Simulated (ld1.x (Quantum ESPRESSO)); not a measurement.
**Scattering properties, TM potential for hydrogen**

```json
{
  "Element": "H (Z = 1)",
  "Generator": "ld1.x (Quantum ESPRESSO) 7.5",
  "Type": "norm-conserving Troullier–Martins (Kleinman–Bylander form)",
  "Functional": "PBE",
  "Relativity": "scalar-relativistic",
  "Frozen core": "none",
  "Valence charge": "1",
  "Reference configuration": "1s1",
  "Partial waves": "2p channel at 0.35 Ry: rc 0.85 bohr; 1s (bound): rc 0.80 bohr",
  "Local potential": "the s channel",
  "Core correction": "none"
}
```

The phase is arctan(r·u′/u) with u = r·R(r), unwrapped; energies in Ry, scanned from -2 to 5 Ry. A pole is an energy at which the radial function vanishes at the test radius. The pseudo phase is shifted by a multiple of π to meet the all-electron one at the reference energy, and phase errors are pseudo minus all-electron; the curves can meet again beyond the range given. Levels narrower than the energy grid can be missing from the lists of poles.

Task: For each channel, where are the poles, and over which energies does the pseudopotential scatter like the atom?

Result:

```csv
channel,radius (bohr),reference energy (Ry),"poles, all-electron","poles, pseudo",unbroken range about the reference energy with phases within 0.05 rad,phase error 1 Ry above the reference energy (rad)
s,0.94,-0.48,none,none,the whole range,+0.000
p,0.94,0.35,none,none,the whole range,-0.000
```

Phases in the s channel:

```
E (Ry)  all-electron  pseudo
 -2.00         0.639   0.639
 -1.76         0.577   0.577
 -1.52         0.506   0.507
 -1.28         0.426   0.426
 -1.04         0.336   0.336
 -0.80         0.234   0.234
 -0.56         0.121   0.121
 -0.32        -0.001  -0.001
 -0.08        -0.130  -0.130
  0.16        -0.263  -0.263
  0.40        -0.394  -0.394
  0.64        -0.520  -0.520
  0.88        -0.638  -0.637
  1.12        -0.745  -0.745
  1.36        -0.842  -0.841
  1.60        -0.927  -0.926
  1.84        -1.002  -1.001
  2.08        -1.069  -1.067
  2.32        -1.127  -1.126
  2.56        -1.179  -1.178
  2.80        -1.225  -1.224
  3.04        -1.266  -1.265
  3.28        -1.303  -1.301
  3.52        -1.336  -1.334
  3.76        -1.366  -1.364
  4.00        -1.394  -1.392
  4.24        -1.419  -1.417
  4.48        -1.442  -1.440
  4.72        -1.463  -1.461
  4.96        -1.483  -1.480
```
